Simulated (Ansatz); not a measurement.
Program: Ansatz. Geometries: PBE0-D4/def2-TZVP. ΔE: electronic, gas phase. CBS: MP2 limit from def2 TZ/QZ plus the TZ coupled-cluster correction, frozen cores. DFT in def2-TZVPP. Elements past krypton have def2 core potentials. For Ga, W outer-core shells are correlated without core-valence functions, which leaves a few kJ/mol of doubt a bond. Scalar relativity is left out up to krypton. One conformer a species, not always the lowest.

`C[S][Ga]([Cl])[Cl]` + `[NH2][W](=[O])([OH])=[S]` → `C[O][W]([NH2])(=[O])=[S]` + `[SH][Ga]([Cl])[Cl]`  (substitution at a C–S bond)

`C[S][Ga]([Cl])[Cl]`:

Cartesian coordinates in Å:
```
C -1.046 -0.969 -0.226
S 0.528 -0.623 -1.073
Ga 1.286 1.030 0.106
Cl 3.145 1.952 -0.346
Cl 0.180 1.785 1.767
H -1.715 -0.112 -0.269
H -0.883 -1.261 0.809
H -1.496 -1.802 -0.767
```

`[NH2][W](=[O])([OH])=[S]`:

Z-matrix (Å, degrees):
```
W
O 1 1.699
O 1 1.885 2 109.8
N 1 1.929 2 106.9 3 120.1
S 1 2.141 2 111.8 3 -121.5
H 3 0.960 1 123.3 2 12.5
H 4 1.009 1 124.2 2 147.4
H 4 1.009 1 122.8 2 -19.7
```

`C[O][W]([NH2])(=[O])=[S]`:

```xyz
11

C     0.339    1.959    0.626
O     0.372    0.566    0.818
W     0.460   -0.990   -0.195
N    -1.296   -1.762   -0.431
O     1.409   -2.128    0.645
S     1.268   -0.520   -2.123
H     0.785    2.226   -0.336
H    -0.696    2.310    0.655
H     0.899    2.437    1.433
H    -1.631   -2.541    0.116
H    -1.908   -1.557   -1.207
```

`[SH][Ga]([Cl])[Cl]`:

```xyz
5

S    -1.003    1.345    0.495
Ga    0.007   -0.390   -0.342
Cl   -0.880   -1.479   -1.931
Cl    1.891   -1.038    0.398
H    -0.014    1.562    1.379
```

```
             level  ΔE (kJ/mol)
RPA@PBE/def2-TZVPP         19.5
    CCSD/CBS(def2)         29.7
```

**Question.** What does CCSD(T)/CBS give? (Best estimate.)

**Answer.** The calculation gave: +30.4 kJ/mol. The listed levels differ from it by -10.9, -0.7 kJ/mol.

Largest T1 diagnostic among the species: 0.022, so the coupled-cluster value is less sure than usual.

Leaving LDA and LC-ωPBE aside and taking each functional with its dispersion term where it has one, the values, not all of them listed here, spread over 10.7 kJ/mol, from CAM-B3LYP-D4 to revPBE-D4. In def2-TZVPP, CCSD(T) changes the Hartree–Fock value by +7.9 kJ/mol (the triples alone add +0.6 kJ/mol) and MP2 by +12.2 kJ/mol. At CCSD(T), def2-SVP lies −26.6 kJ/mol from the extrapolated value and def2-TZVPP −6.9 kJ/mol.
